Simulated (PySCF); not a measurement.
A calculated (UHF, PySCF 2.14, def2-TZVP, no relativity, point nucleus) atom or ion has these occupied shells.

| shell | electrons | orbital energy (eV) | rms radius, mean of both spins (bohr) |
| --- | --- | --- | --- |
| 1s | 2 | -128.78 | 0.483 |
| 2s | 2 | -8.414 | 2.90 |

Question: Name the element and its charge.

Answer: Be (beryllium, neutral), in [He] 2s2, closed-shell 1S.
